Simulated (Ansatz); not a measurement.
Start from `BrCBr` and change one element to get `[Br][GeH2][Br]`.

Ansatz, PBE0-D4/def2-TZVP geometries, multiplicity 1. 

Scalar relativity is left out up to krypton.

```tsv
property	`BrCBr`
size of the dipole moment (ωB97M-V/def2-TZVPP) / D	1.50
LUMO energy (PBE0/def2-TZVPP) / eV	-0.95
HOMO–LUMO gap (B3LYP/def2-TZVPP) / eV	6.68
HOMO–LUMO gap (PBE/def2-TZVPP) / eV	4.97
size of the dipole moment (PBE/def2-TZVPP) / D	1.43
LUMO energy (PBE/def2-TZVPP) / eV	-1.94
```

What does the change do to each property? (An estimate is asked.)

Computed: 
```json
{"property": "size of the dipole moment (ωB97M-V/def2-TZVPP) / D", "`[Br][GeH2][Br]`": "1.76", "shift": "0.26"}
{"property": "LUMO energy (PBE0/def2-TZVPP) / eV", "`[Br][GeH2][Br]`": "-1.27", "shift": "-0.32"}
{"property": "HOMO–LUMO gap (B3LYP/def2-TZVPP) / eV", "`[Br][GeH2][Br]`": "6.67", "shift": "-0.01"}
{"property": "HOMO–LUMO gap (PBE/def2-TZVPP) / eV", "`[Br][GeH2][Br]`": "5.06", "shift": "0.09"}
{"property": "size of the dipole moment (PBE/def2-TZVPP) / D", "`[Br][GeH2][Br]`": "1.59", "shift": "0.16"}
{"property": "LUMO energy (PBE/def2-TZVPP) / eV", "`[Br][GeH2][Br]`": "-2.17", "shift": "-0.23"}
```

Dipoles are sizes alone; their direction can turn.

B3LYP here is the variant with VWN-RPA as its local correlation; programs differ in this.

Spin–orbit coupling is left out; it splits and shifts lone-pair levels of the heavy atoms by tenths of an eV.
